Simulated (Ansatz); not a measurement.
`CCN(C)[SiH3]` → `CN[SiH3]` + ethylene  (alkene loss)

Computed with Ansatz on PBE0-D4/def2-TZVP structures; ΔE is electronic, products minus reactants. CCSD(T)/CBS adds triple-zeta CCSD(T) − MP2 to the extrapolated MP2 energy (def2 sets, frozen cores). This one scheme is used for every species. Each species was taken in one conformer, which may not be the lowest.

`CCN(C)[SiH3]`:

```xyz
16

C     0.876   -1.168    1.250
C     0.917    0.223    0.635
N    -0.070    0.465   -0.397
C     0.148   -0.244   -1.635
Si   -1.606    1.135   -0.022
H     1.051   -1.944    0.500
H    -0.094   -1.361    1.715
H     1.648   -1.272    2.017
H     0.780    0.971    1.422
H     1.915    0.404    0.209
H     0.002   -1.330   -1.554
H     1.170   -0.072   -1.995
H    -0.538    0.122   -2.403
H    -1.409    2.154    1.043
H    -2.156    1.748   -1.261
H    -2.634    0.168    0.476
```

`CN[SiH3]`:

```xyz
10

C    -0.259    0.361    1.325
N    -0.655    0.013   -0.023
Si    0.468   -0.420   -1.245
H    -1.071    0.169    2.032
H     0.584   -0.264    1.630
H     0.050    1.409    1.439
H    -1.519    0.442   -0.314
H     1.294   -1.554   -0.750
H     1.421    0.660   -1.649
H    -0.313   -0.817   -2.445
```

`C=C`:

Cartesian coordinates in Å:
```
C 0.220 -0.459 0.422
C -0.220 0.459 -0.422
H 1.257 -0.778 0.427
H -0.437 -0.932 1.143
H -1.257 0.778 -0.427
H 0.437 0.932 -1.143
```

| species | HF/def2-QZVPP energy (Eh) |
| --- | --- |
| `CCN(C)[SiH3]` | -463.49008 |
| `CN[SiH3]` | -385.39988 |
| `C=C` | -78.07027 |

**Question.** Work out ΔE.

**Answer.** ΔE = (-385.39988) + (-78.07027) − (-463.49008) = 0.01993 Eh = +52.3 kJ/mol. CCSD(T)/CBS gives +84.6 kJ/mol.

**Question.** What do rigid-rotor, harmonic-oscillator terms from PBE0-D4/def2-TZVP frequencies (298.15 K, 1 bar) make of the CCSD(T)/CBS value? (Estimate.)

**Answer.** The calculation gave: ΔZPE = -14.7 kJ/mol, ΔH = +73.9 kJ/mol, ΔS = 160 J/(mol·K), ΔG = +26.3 kJ/mol.

Largest T1 diagnostic among the species: 0.011.

In def2-TZVPP, CCSD(T) changes the Hartree–Fock value by +32.6 kJ/mol (the triples alone add +2.5 kJ/mol) and MP2 by +43.1 kJ/mol. From BLYP to BHLYP (50 % exact exchange), in def2-TZVPP and without D4, ΔE moves by +28.4 kJ/mol. At CCSD(T), def2-SVP lies +14.9 kJ/mol from the extrapolated value and def2-TZVPP +1.0 kJ/mol.
